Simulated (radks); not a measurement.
Species: Xe10+. Configuration: [Kr] 4d(3/2: 3, 5/2: 5). All-electron calculation, Dirac Kohn-Sham, PBE, spin-unpolarised, spherical densities, finite nucleus; Fermi nuclear charge, rms radius 4.7859 fm. Program: a radial shooting solver on a logarithmic mesh with Libxc functionals.

Radial electron density D(r) = 4 pi r^2 rho(r):

r (bohr)   D(r) (e/bohr)
0.0009274          1.856
0.001054           2.316
0.001198           2.886
0.001351           3.539
0.001535           4.390
0.001745           5.431
0.001983           6.697
0.002254           8.229
0.002562           10.07
0.002888           12.12
0.003283           14.70
0.003731           17.71
0.00424            21.21
0.004819           25.21
0.005477           29.72
0.006176           34.37
0.007019           39.71
0.007978           45.34
0.009067           51.06
0.01031            56.63
0.01171            61.75
0.01321            65.83
0.01501            69.11
0.01706            71.01
0.01939            71.37
0.02204            70.27
0.02484            68.21
0.02824            65.50
0.03209            63.15
0.03648            62.13
0.04146            63.32
0.04712            67.14
0.05312            72.83
0.06038            80.07
0.06862            86.68
0.07799            90.59
0.08864            90.22
0.1007             85.36
0.1136             78.08
0.1291             70.21
0.1467             65.42
0.1668             65.60
0.1895             70.01
0.2137             74.90
0.2429             76.56
0.2761             71.41
0.3138             59.60
0.3566             44.85
0.4053             32.34
0.457              25.91
0.5194             24.86
0.5903             26.91
0.6709             28.14
0.7625             26.16
0.8667             21.02
0.9771             14.92
1.111              8.899
1.262              4.526
1.435              1.949
1.63              0.7009
1.853             0.2058
2.089            0.05282
2.375           0.009576
2.699           0.001284

D(r) has 4 maxima, at r = 0.0188, 0.0825, 0.237, 0.666 bohr, and minima at 0.0365, 0.155, 0.499 bohr, inside which lie 2.02, 11.17, 29.01 electrons.
